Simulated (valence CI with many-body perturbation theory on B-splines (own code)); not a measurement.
**Ladder of approximations for Cr18+**

Calculated by relativistic CI+MBPT: four valence electrons over a frozen Dirac-Fock core [He], a basis of 11 s, 11 p, 9 d, 7 f, 5 g, 2 h, 1 i functions for each j, with the one-electron correlation potential Σ1 (screened to all orders), the two-electron term Σ2, the three-electron term Σ3, Breit, model QED; selected single and double excitations, second order for the rest (own B-spline code, finite nucleus).

No measured spectrum was set against this ion. As an estimate, levels of excited configurations hold to 0.05 to 0.15 % of their energy, terms of the ground configuration to about 0.5 %. Among the levels kept, up to 260 cm⁻¹ of a level comes from second order outside the variational space, and about a tenth of that is noise between levels of different J, which matters for small intervals.

Each rung adds one term. CI alone is the Dirac-Coulomb CI over the frozen core; QED comes last and gives the full result, which names the levels. Energies are above 2s2 2p2 3P_0 on the same rung, in eV.

```tsv
Level	CI alone
2s2 2p2 3P_1	6.14
2s2 2p2 3P_2	10.74
2s2 2p2 1D_2	23.47
2s2 2p2 1S_0	37.40
2s 2p3 5S°_2	50.76
2s 2p3 3D°_2	84.02
2s 2p3 3D°_1	84.09
2s 2p3 3D°_3	86.30
2s 2p3 3P°_0	98.49
2s 2p3 3P°_1	99.26
2s 2p3 3P°_2	100.71
2s 2p3 3S°_1	120.21
2s 2p3 1D°_2	122.33
2s 2p3 1P°_1	136.49
2p4 3P_2	181.27
2p4 3P_1	189.31
```

(1) What do these energies become with core correlation, Breit and QED?

(2) How does the ionisation energy move along the ladder, and which term matters most?

Results:

(1) 2s2 2p2 3P_1 5.93 (-0.217); 2s2 2p2 3P_2 10.23 (-0.515); 2s2 2p2 1D_2 22.91 (-0.556); 2s2 2p2 1S_0 37.10 (-0.296); 2s 2p3 5S°_2 49.98 (-0.772); 2s 2p3 3D°_2 83.27 (-0.742); 2s 2p3 3D°_1 83.41 (-0.683); 2s 2p3 3D°_3 85.16 (-1.138); 2s 2p3 3P°_0 97.84 (-0.653); 2s 2p3 3P°_1 98.44 (-0.811); 2s 2p3 3P°_2 99.76 (-0.950); 2s 2p3 3S°_1 119.03 (-1.178); 2s 2p3 1D°_2 121.07 (-1.259); 2s 2p3 1P°_1 135.29 (-1.196); 2p4 3P_2 179.80 (-1.471); 2p4 3P_1 187.74 (-1.576).

(2) CI alone 1396.6, + Σ1 1396.9, + Σ2 1396.8, + Σ3 1396.8, + Breit 1396.0, + QED 1396.0 eV. The largest step is Breit, -0.8 eV. NIST lists 1394.5 ± 0.7 eV (semi-empirical).
